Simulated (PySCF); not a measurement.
B(Br)(Me)(vinyl) (C₃H₆BBr), SMILES BrB(C)C=C. Atoms are numbered in the order given.

```xyz
11

B      0.3025    -0.5541     0.0000
Br    -0.2046     1.3132     0.0000
C      1.8314    -0.8799     0.0000
H      2.0648    -1.9541     0.0000
H      2.3124    -0.4179     0.8783
H      2.3124    -0.4179    -0.8783
C     -0.8569    -1.5814     0.0000
C     -0.6476    -2.9084     0.0000
H     -1.8931    -1.2233     0.0000
H     -1.4707    -3.6312     0.0000
H      0.3627    -3.3310     0.0000
```

The structure is a stationary point at PBE0-D3(BJ)/def2-SVP. One conformer was computed; it need not be the lowest.

All values below come from PBE/def2-TZVP in PySCF.

Computed frontier levels, gap, dipole moment and polarisability:
```json
{
 "highest_occupied_level": "-6.64 eV",
 "lowest_empty_level": "-2.88 eV",
 "orbital_gap": "3.76 eV",
 "dipole_moment": "1.97 D",
 "quadrupole, principal values (traceless, Buckingham form, about the centre of nuclear charge)": "-3.60, 0.18, 3.42 D·Å",
 "mean_static_polarisability": "74.5 bohr³ (11.04 Å³)",
 "polarisability_principal_values": "49.9, 70.1, 103.5 bohr³"
}
```
